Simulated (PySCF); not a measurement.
Computed IR spectrum (relative IR intensity) of a molecule C₃H₆FNSi. Geometry: PBE-D3(BJ)/def2-SVP. The values are those of a single conformer. Calculation: PBE-D3(BJ)/def2-SVP in PySCF. Frequencies are harmonic and unscaled.

Lines under 2 % of the strongest are left out, and lines within 2 cm⁻¹ are merged.

| ν (cm⁻¹) | relative intensity |
|---|---|
| 260 | 12 |
| 332 | 9.4 |
| 449 | 4.3 |
| 567 | 29 |
| 591 | 6.9 |
| 609 | 4.1 |
| 665 | 74 |
| 730 | 13 |
| 798 | 19 |
| 830 | 13 |
| 883 | 100 |
| 903 | 11 |
| 915 | 23 |
| 1052 | 20 |
| 1284 | 54 |
| 1414 | 84 |
| 1552 | 31 |
| 2011 | 28 |
| 2145 | 44 |
| 2153 | 41 |
| 2183 | 29 |
| 2993 | 6.5 |
| 3426 | 4.9 |
| 3561 | 7.6 |

Problem. Pick the molecule that these values belong to.
A. NC(F)=C=C[SiH3]
B. N[Si@]1(F)C=CC1
C. CN1C=C(F)[SiH2]1
D. C=C/N=C/[SiH2]F

Solution. A, NC(F)=C=C[SiH3]
